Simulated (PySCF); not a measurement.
Species: 4-vinylphenol, C₈H₈O.
SMILES with atom numbers: `[CH2:1]=[CH:2][c:3]1[cH:4][cH:5][c:6]([OH:7])[cH:8][cH:9]1` (hydrogens: H10, H11 on C1; H12 on C2; H13 on C4; H14 on C5; H15 on O7; H16 on C8; H17 on C9)

Cartesian coordinates in Å at the PBE0-D3(BJ)/def2-SVP level; atoms count from 1:
```xyz
17
C8H8O angstrom
C      3.0361   -0.6913    0.0791
C      2.0572   -0.0131   -0.5327
C      0.6453    0.0656   -0.1454
C     -0.2106    0.9451   -0.8281
C     -1.5527    1.0699   -0.4952
C     -2.0861    0.3026    0.5441
O     -3.3934    0.4511    0.8392
C     -1.2528   -0.5882    1.2325
C      0.0877   -0.7014    0.8893
H      4.0564   -0.6732   -0.3096
H      2.8657   -1.2820    0.9835
H      2.3155    0.5666   -1.4267
H      0.1938    1.5517   -1.6432
H     -2.2093    1.7585   -1.0300
H     -3.6230   -0.1333    1.5694
H     -1.6637   -1.2004    2.0418
H      0.7119   -1.4102    1.4375
```

Level: wB97X-D/def2-SVPD in PySCF, non-relativistic, on one gas-phase PBE0-D3(BJ)/def2-SVP geometry that isn't relaxed in the solvent. The solvent is an IEF-PCM continuum (Bondi radii, 1.10 Å for H, scaled by 1.2), and excitations are vertical TDDFT with non-equilibrium linear response and a frozen core. Only the electrostatic response of the medium enters.

Gas-phase singlets (H = HOMO, L = LUMO):

```csv
state,E (eV),λ (nm),f,leading configurations
S1,4.759,261,0.114,"H→L 46%, H→L+1 41%"
S2,5.069,245,0.357,"H→L 50%, H→L+1 35%"
S3,6.255,198,0.001,H→L+2 86%
S4,6.332,196,0.258,"H-1→L 71%, H→L+1 21%"
S5,6.583,188,0.419,"H-1→L+1 67%, H-2→L 13%"
```

Problem. Give the list for chloroform (ε = 4.711), n² = 2.09.

Solution. 
```json
{"state": "S1", "E (eV)": "4.706", "λ (nm)": "263", "f": "0.274", "leading configurations": "H→L 67%, H→L+1 24%", "change by rank (eV)": "-0.053"}
{"state": "S2", "E (eV)": "4.987", "λ (nm)": "249", "f": "0.354", "leading configurations": "H→L+1 53%, H→L 29%", "change by rank (eV)": "-0.082"}
{"state": "S3", "E (eV)": "6.205", "λ (nm)": "200", "f": "0.389", "leading configurations": "H-1→L 76%, H→L+1 20%", "change by rank (eV)": "-0.050"}
{"state": "S4", "E (eV)": "6.463", "λ (nm)": "192", "f": "0.050", "leading configurations": "H→L+2 70%, H-1→L+1 8%", "change by rank (eV)": "+0.131"}
{"state": "S5", "E (eV)": "6.481", "λ (nm)": "191", "f": "0.367", "leading configurations": "H-1→L+1 65%, H-2→L 10%", "change by rank (eV)": "-0.102"}
```

Problem. How does the list change in acetonitrile (ε = 35.69)?

Solution. 
```tsv
state	E (eV)	λ (nm)	f	leading configurations	change by rank (eV)
S1	4.726	262	0.250	H→L 64%, H→L+1 26%	-0.033
S2	5.008	248	0.352	H→L+1 50%, H→L 32%	-0.061
S3	6.228	199	0.362	H-1→L 75%, H→L+1 20%	-0.027
S4	6.478	191	0.032	H→L+2 77%	+0.146
S5	6.510	190	0.391	H-1→L+1 68%, H-2→L 11%	-0.073
```

Problem. The ground-state energy changes by -0.313 eV from gas to acetonitrile. By how much does the total energy of gas-phase S4 change?

Solution. E(S4) = E(S0) + excitation energy, so it changes by -0.313 − 0.104 = -0.417 eV: it is lowered more than the ground state, which is what a red shift means. This is the vertical state, with the slow part of the continuum still set for S0.

Problem. How do the frontier levels move from gas to acetonitrile?

Solution. 
| orbital | gas (eV) | solvent (eV) | change (eV) | Löwdin shares, gas | Löwdin shares, solvent |
| --- | --- | --- | --- | --- | --- |
| LUMO+2 | 2.14 | 2.52 | +0.38 | O7 37 %, H15 22 %, H16 13 %, C8 12 % | O7 21 %, C8 13 %, C6 11 %, C5 9 % |
| LUMO+1 | 1.35 | 1.35 | 0.00 | C4 22 %, C8 19 %, C5 15 %, C9 14 % | C4 22 %, C8 19 %, C5 16 %, C9 14 % |
| LUMO | 0.76 | 0.72 | -0.04 | C1 18 %, C2 16 %, C9 12 %, C3 12 % | C1 19 %, C2 16 %, C9 12 %, C3 12 % |
| HOMO | -7.83 | -7.87 | -0.04 | C1 16 %, C3 16 %, C6 13 %, O7 12 % | C1 16 %, C3 16 %, C6 13 %, O7 12 % |
| HOMO-1 | -9.29 | -9.31 | -0.02 | C5 21 %, C4 21 %, C8 20 %, C9 19 % | C8 21 %, C5 20 %, C4 20 %, C9 20 % |
| HOMO-2 | -10.14 | -10.19 | -0.05 | C2 26 %, C1 22 %, O7 13 %, C8 7 % | C2 25 %, C1 22 %, O7 13 %, C3 7 % |
| HOMO-3 | -11.52 | -11.42 | +0.10 | C9 12 %, C3 11 %, C4 10 %, C6 9 % | C9 12 %, C3 11 %, C8 10 %, C4 9 % |

The HOMO–LUMO gap goes from 8.60 to 8.60 eV. Rows go by rank; for LUMO+2 the atom shares or the degeneracy differ between the runs, so the row needn't follow one orbital.

wB97X-D is run here without its empirical dispersion term; that term would change no orbital, density or response property at a fixed geometry.
